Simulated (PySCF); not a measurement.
## Bond length, frequency and bond energy of ReCl by level of theory

State: ⁷Σ⁺ (septet), unpaired electrons σ ↑↑, π ↑↑, δ ↑↑. Set-up: basis Re def2-TZVPP with ECP60, Cl def2-TZVPP; scalar-relativistic core potentials; PySCF 2.14. De refers to Re (5d5 6s2) + Cl in their high-spin ground configurations, without counterpoise correction. The functionals are run spin-unrestricted. A positive dipole means Re(−)Cl(+).

| Level | Re (Å) | ωe (cm⁻¹) | De (eV) | μ (D) |
| --- | --- | --- | --- | --- |
| UHF | 2.439 | 305 | n/a | -3.35 |
| UHF-MP2 | 2.353 | 336 | n/a | n/a |
| UHF-SCS-MP2 | 2.367 | 330 | n/a | n/a |
| UHF-CCSD | 2.373 | 329 | 2.97 | n/a |
| UHF-CCSD(T) | 2.367 | 331 | 3.00 | n/a |
| PBE | 2.364 | 316 | 3.41 | -1.84 |
| PBEsol | 2.336 | 329 | 3.69 | -1.63 |
| BLYP | 2.400 | 298 | 2.79 | -2.00 |
| r²SCAN | 2.368 | 321 | 3.68 | -2.28 |
| PBE0 | 2.360 | 323 | 3.39 | -2.25 |
| MN15 | 2.345 | 333 | 3.04 | -2.24 |
| BHandHLYP | 2.389 | 315 | 2.75 | -2.72 |
| CAM-B3LYP | 2.372 | 321 | 2.89 | -2.33 |

(1) Which functional lies closest to UHF-CCSD(T) in De, which farthest, and by how much do they differ from it?

(2) What does a quarter of exact exchange do here, going from PBE to PBE0?

(3) What does the step from GGA to meta-GGA do here, going from PBE to r²SCAN?

Correlated steps freeze 5 core orbitals. The metal atom is held in its measured ground configuration; semilocal functionals can put another filling of s and d lower by some tenths of an eV, and De to that atom would be smaller. These are scalar-relativistic numbers at best; spin–orbit coupling would shift them, the dissociation energy most. Counting both spins, an empty level lies below a filled one in some of these solutions, because spin and occupation are held. The state is the lowest single determinant that the PBE0 search found; with open d or f shells the true ground state can be another one.

The whole job (state search and all levels along the bond) took about 12 min on 2 threads of Intel Xeon Platinum 8488C (shared host), peak memory 4 GiB.

Answers

(1) Closest is MN15 (-2.2 pm in Re, +0.6 % in ωe, +0.04 eV in De against UHF-CCSD(T) in the same basis), farthest PBEsol (-3.1 pm in Re, -0.6 % in ωe, +0.69 eV in De). CCSD(T) converges more slowly with the basis than the functionals do and binds too weakly in this one, so the order can change at the basis-set limit.

(2) PBE0 less PBE: -0.4 pm in Re, +2.2 % in ωe, -0.02 eV in De. Exact exchange removes part of the self-interaction that spreads semilocal densities, and in most molecules shortens and stiffens the bond and lowers De; so it does here.

(3) r²SCAN less PBE: +0.4 pm in Re, +1.6 % in ωe, +0.27 eV in De.
